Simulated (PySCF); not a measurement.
CH9BGeSi, GeH8OSi2, BGeH6Si (calculated)

All values are calculated (PySCF 2.14.0). Calculation on a computer-drawn molecule: optimised geometry and harmonic frequencies of an isolated molecule of the commonest isotopes, restricted reference for singlets and unrestricted otherwise, frozen core in MP2; on germanium a core potential holds 10 electrons, which the energies leave out, and 3d is frozen in MP2 and coupled-cluster steps.

Common to all runs: charge 0; method HF; basis cc-pV(D+d)Z; basis and core potential on germanium cc-pVDZ-PP ECP10MDF.

(1) CH9BGeSi

Start structure:
```xyz
13
CH9BGeSi
Si    -1.4360    -0.9487     0.3254
C     -0.8136     0.9304     0.0953
B     -0.3383     1.0174    -1.3852
Ge    -1.5723     1.4417    -2.8889
H     -0.3020    -1.8404     0.0392
H     -2.4901    -1.2075    -0.6375
H     -1.8098    -1.0679     1.7426
H     -0.0597     1.1505     0.8420
H     -1.6502     1.5405     0.3296
H      0.8139     0.7967    -1.6389
H     -3.0717     1.5725    -2.4613
H     -1.3512     2.6111    -3.5883
H     -1.7156     0.4617    -4.0036
```

Here we set multiplicity 1.

Results for CH9BGeSi: rotational constants 9.438, 1.067, 1.018 GHz; total energy -650.0865 hartree; convergence status largest gradient component 1.315e-05 hartree/bohr.

Drawn bonds:
```tsv
atom	other atom	order
1	2	1
2	3	1
3	4	1
1	5	1
1	6	1
1	7	1
2	8	1
2	9	1
3	10	1
4	11	1
4	12	1
4	13	1
```

Optimised structure:
```xyz
13
CH9BGeSi
Si    -1.3505    -0.9596     0.4434
C     -0.8673     0.8368     0.0485
B     -0.4031     0.9881    -1.4325
Ge    -1.6707     1.5491    -3.0031
H     -0.1942    -1.8659     0.2554
H     -2.4552    -1.4141    -0.4336
H     -1.7982    -1.0365     1.8522
H     -0.0651     1.0669     0.7592
H     -1.7496     1.4345     0.2988
H      0.7391     0.7351    -1.7137
H     -3.1286     1.7547    -2.5587
H     -1.1853     2.8715    -3.6214
H     -1.6679     0.4972    -4.1241
```

Modes:
```tsv
frequency (cm⁻¹)	reduced mass (dalton)
51.71	2.895
61	1.192
108.6	1.107
203.3	2.476
234.3	2.116
449.5	1.051
461.6	1.887
572.6	1.091
616	1.569
643.7	1.416
668.9	2.532
845.6	1.685
885.3	1.276
901.7	1.044
965.3	1.027
973.2	1.032
1012	1.297
1025	1.143
1033	1.039
1035	1.04
1099	1.368
1145	1.753
1243	1.501
1538	1.138
2183	1.023
2187	1.023
2205	1.013
2306	1.049
2311	1.05
2319	1.021
2680	1.092
3164	1.058
3223	1.104
```

(2) GeH8OSi2

Start structure:
```xyz
12
GeH8OSi2
Si    -0.5312     0.1651    -2.8910
O      0.6163     1.0029    -1.9955
Si     1.1933     1.5772    -0.6682
Ge    -0.1420     1.0908     1.1625
H     -0.3108     0.5628    -4.2075
H     -1.8233     0.5029    -2.3456
H     -0.1615    -1.2829    -2.6424
H      1.3800     3.0919    -0.9099
H      2.4878     0.8364    -0.4510
H      0.4727     1.1528     2.5108
H     -1.3296     2.0573     1.3408
H     -0.9287    -0.2032     1.1488
```

Here we set multiplicity 1.

The calculation gives: rotational constants 8.304, 0.8258, 0.7716 GHz; total energy -950.8500 hartree; convergence status largest gradient component 5.93e-06 hartree/bohr.

Drawn bonds:
```tsv
atom	other atom	order
1	2	1
2	3	1
3	4	1
1	5	1
1	6	1
1	7	1
3	8	1
3	9	1
4	10	1
4	11	1
4	12	1
```

Optimised structure:
```xyz
12
GeH8OSi2
Si    -0.4715     0.1727    -3.1829
O     -0.0523     0.6489    -1.6690
Si     0.9857     1.2355    -0.5352
Ge    -0.1503     1.3505     1.5745
H     -0.3194     1.3000    -4.1278
H     -1.8786    -0.2712    -3.1659
H      0.3945    -0.9436    -3.6198
H      1.4566     2.5805    -0.9401
H      2.1675     0.3477    -0.4354
H      0.7901     1.8949     2.6587
H     -1.3686     2.2776     1.4857
H     -0.6307    -0.0395     2.0091
```

Modes:
```tsv
frequency (cm⁻¹)	reduced mass (dalton)
25.95	2.904
35.39	1.092
54.63	5.005
97.99	1.171
149.3	6.266
358.8	4.326
383.7	1.038
506.4	1.349
610	4.949
637.7	1.24
775.5	1.092
793.1	1.194
821.4	1.177
865.2	1.089
952.8	1.079
965.5	1.018
976.8	1.073
1031	1.132
1039	1.053
1043	1.067
1073	1.309
1139	3.296
2203	1.023
2208	1.023
2220	1.013
2299	1.052
2304	1.029
2315	1.052
2324	1.043
2341	1.027
```

(3) BGeH6Si

Start structure:
```xyz
9
BGeH6Si
Si     1.3829     1.5630    -0.7430
B      0.5910    -0.0878    -0.2752
Ge    -0.2196    -1.8061     0.0482
H      0.2728     2.5749    -0.9261
H      2.2217     1.6254    -1.9337
H      2.2888     2.0980     0.3657
H     -0.9741    -2.4803    -1.1545
H      0.7933    -2.8821     0.3511
H     -1.2356    -1.9299     1.1695
```

It was run with multiplicity 2.

Drawn bonds:
```tsv
atom	other atom	order
1	2	1
2	3	1
1	4	1
1	5	1
1	6	1
3	7	1
3	8	1
3	9	1
```

Questions
1. Estimate the rotational constants of BGeH6Si (entry 3).
2. BGeH6Si (entry 3): total energy?
3. Give the table of modes values for BGeH6Si (entry 3).

## Answers
1. 33.49, 1.375, 1.364 GHz
2. -610.3967 hartree
3. 
Modes:
```tsv
frequency (cm⁻¹)	reduced mass (dalton)
35.41	1.073
56.2	1.876
107.1	3.517
343.4	5.488
486.5	1.091
531.3	1.085
616.5	1.353
654	1.339
861.2	4.855
903.9	1.128
952.4	1.02
972.1	1.023
994.4	1.102
1007	1.061
1040	1.038
2190	1.023
2202	1.022
2222	1.014
2284	1.05
2289	1.039
2305	1.031
```

Further results for BGeH6Si (entry 3):

* spin squared: 0.7602
* convergence status largest gradient component: 3.031e-06 hartree/bohr

Optimised structure:
```xyz
9
BGeH6Si
Si     1.3854     1.6059    -0.6978
B      0.5781     0.0075     0.2267
Ge    -0.2406    -1.8836     0.0509
H      0.2975     2.6130    -0.7964
H      1.8945     1.3288    -2.0649
H      2.4989     2.1740     0.0992
H     -0.6708    -2.2458    -1.3785
H      0.8367    -2.8840     0.4946
H     -1.4585    -2.0406     0.9682
```
